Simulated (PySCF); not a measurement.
A side-by-side comparison of computed properties.

First species: methyl thiophene-2-carboxylate, C6H6O2S.
SMILES: `COC(=O)c1cccs1`

Second species: C7H7OP.
SMILES with atom numbers: `[CH3:1][c:2]1[cH:3][cH:4][cH:5][p:6][c:7]1[CH:8]=[O:9]` (hydrogens: H10, H11, H12 on C1; H13 on C3; H14 on C4; H15 on C5; H16 on C8)

Levels: wB97X-D/def2-SVPD for dipole moment, HOMO energy, LUMO energy, HOMO–LUMO gap, static isotropic polarisability and electronic spatial extent ⟨r²⟩ about the centre of nuclear charge; TDDFT wB97X-D/def2-SVPD for lowest singlet excitation; TDA wB97X-D/def2-SVPD for lowest triplet excitation (Tamm–Dancoff); GFN2-xTB for rotational constant A and rotational constant C. Geometries: GFN2-xTB. Each species is one conformer at its optimised geometry, gas phase, non-relativistic unless stated. Electronic properties by PySCF.

The conformers computed, where there is a choice (atom-mapped SMILES and torsion angles):
- `[CH3:1][O:2][C:3](=[O:4])[c:5]1[cH:6][cH:7][cH:8][s:9]1`: C1–O2–C3–O4 1°, O2–C3–C5–C6 180°
- `[CH3:1][c:2]1[cH:3][cH:4][cH:5][p:6][c:7]1[CH:8]=[O:9]`: P6–C7–C8–O9 180°

```tsv
property	column X	column Y
dipole moment	1.84 D	3.60 D
HOMO energy	-9.06 eV	-9.21 eV
LUMO energy	0.07 eV	-0.76 eV
HOMO–LUMO gap	9.13 eV	8.45 eV
lowest singlet excitation	5.11 eV	3.61 eV
lowest triplet excitation (Tamm–Dancoff)	3.43 eV	3.13 eV
static isotropic polarisability	94.8 au	108.9 au
electronic spatial extent ⟨r²⟩ about the centre of nuclear charge	1443 bohr²	1323 bohr²
rotational constant A	3.321 GHz	2.280 GHz
rotational constant C	0.765 GHz	0.839 GHz
```

Problem. Which column belongs to which species?

Solution. Column X is the first species and column Y the second. The first has 15 atoms and 74 electrons, the second 16 and 72.

Problem. How does each property change from the first species to the second?

Solution. dipole moment +1.76 D; HOMO energy -0.15 eV; LUMO energy -0.83 eV; HOMO–LUMO gap -0.68 eV; lowest singlet excitation -1.50 eV; lowest triplet excitation (Tamm–Dancoff) -0.30 eV; static isotropic polarisability +14.1 au; electronic spatial extent ⟨r²⟩ about the centre of nuclear charge -120 bohr²; rotational constant A -1.041 GHz; rotational constant C +0.074 GHz.

On the first: No computed singlet falls in the visible range (750 to 380 nm, 1.65 to 3.26 eV); S1 lies 1.85 eV above its blue end. The principal polarisabilities are 60.0, 98.8 and 125.6 au; their mean is the isotropic value.

On the second: In wavenumbers S1 is 29100 cm⁻¹ (1 eV = 8065.54 cm⁻¹).
